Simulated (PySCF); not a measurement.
Match the calculated data to a structure.

All candidates are C4H6O2S.

| technique | computed result |
| --- | --- |
| 13C NMR | chemical shifts (computed TMS as zero) by class: 144.5 (1 C), 142.4 (1 C), 54.1 (1 C), 29.2 (1 C) ppm [GIAO PBE0/pcSseg-1] |
| 1H NMR | chemical shifts (computed TMS as zero) by class: 6.88 (1 H), 6.55 (1 H), 2.89 (2 H), 2.81 (2 H) ppm [GIAO PBE0/pcSseg-1] |
| Polarisability | 68.5 au [CAM-B3LYP/def2-SVPD] |
| Rotational structure | rotational constants A, B, C: 4.067, 2.127, 1.955 GHz [GFN2-xTB] |
| Dipole | 5.81 D [CAM-B3LYP/def2-SVPD] |
| UV, strongest line | among the 8 lowest singlet transitions: S2 at 6.84 eV (181 nm, f = 0.153) [TDDFT CAM-B3LYP/def2-SVPD] |

The electronic properties come from PySCF, for the isolated species, density fitting. Levels stand in brackets. Isolated species at its GFN2-xTB geometry (one conformer only). NMR classes are plain means over equivalent atoms (diastereotopic ones count apart unless rotation or inversion swaps them), as if these changed places fast.

Question: Which candidate is it?
A. `O=S1(=O)C=CCC1`
B. `CS(=O)(=O)C1=CC1`
C. `O=S1(=O)CC=CC1`
D. `C=CS(=O)(=O)C=C`
E. `CC(=S)COC=O`

Answer: A. It is `O=S1(=O)C=CCC1`. Numbering: `[O:1]=[S:2]1(=[O:3])[CH:4]=[CH:5][CH2:6][CH2:7]1`. 4 carbons fall into 4 classes; from least to most shielded: alkene CH carbon [C4] (144.5 ppm), alkene CH carbon [C5] (142.4 ppm), ring sp3 carbon bound to sulfur [C7] (54.1 ppm), allylic carbon [C6] (29.2 ppm). Hydrogen classes from least to most shielded: 1 H on an alkene CH carbon, C4 (6.88 ppm), 1 H on an alkene CH carbon, C5 (6.55 ppm), 2 H on an sp3 carbon bound to sulfur, C7 (2.89 ppm), 2 H on an allylic carbon, C6 (2.81 ppm). The optimised geometry has point group C1 and is an asymmetric top.

The others, at the same levels:
- `CS(=O)(=O)C1=CC1` fails: its computed 13C shifts are 132.6 (1 C), 120.0 (1 C), 49.4 (1 C), 16.2 (1 C) ppm, 1H shifts are 7.38 (1 H), 2.92 (3 H), 1.60 (2 H) ppm and strongest line among the 8 lowest singlet transitions is S2 at 5.99 eV (207 nm, f = 0.142) (against S2 at 6.84 eV).
- `O=S1(=O)CC=CC1` fails: it has 2 carbon classes against 4; its computed 13C shifts are 133.8 (2 C), 61.2 (2 C) ppm and 1H shifts are 6.31 (2 H), 3.54 (4 H) ppm.
- `CC(=S)COC=O` fails: its computed 13C shifts are 270.9 (1 C), 166.1 (1 C), 78.1 (1 C), 41.3 (1 C) ppm, 1H shifts are 8.33 (1 H), 5.67 (2 H), 3.08 (3 H) ppm and rotational constant A is 5.297 GHz (against 4.067 GHz).
- `C=CS(=O)(=O)C=C` fails: its computed strongest line among the 8 lowest singlet transitions is S5 at 7.08 eV (175 nm, f = 0.429) (against S2 at 6.84 eV), static isotropic polarisability is 74.9 au (against 68.5 au) and rotational constant A is 3.662 GHz (against 4.067 GHz).

Each candidate is one conformer, not necessarily the lowest. Dipoles, sizes and rotational constants follow the conformer. The torsions of the flexible species, by atom-mapped SMILES:
- `[CH3:1][S:2](=[O:3])(=[O:4])[C:5]1=[CH:6][CH2:7]1`: C1–S2–C5–C6 -155°
- `[CH3:1][C:2](=[S:3])[CH2:4][O:5][CH:6]=[O:7]`: C1–C2–C4–O5 -29°, C2–C4–O5–C6 98°, C4–O5–C6–O7 -1°
- `[CH2:1]=[CH:2][S:3](=[O:4])(=[O:5])[CH:6]=[CH2:7]`: C1–C2–S3–O4 135°, C2–S3–C6–C7 -110°

The conformers of `O=S1(=O)C=CCC1` and `O=S1(=O)CC=CC1` aren't listed.
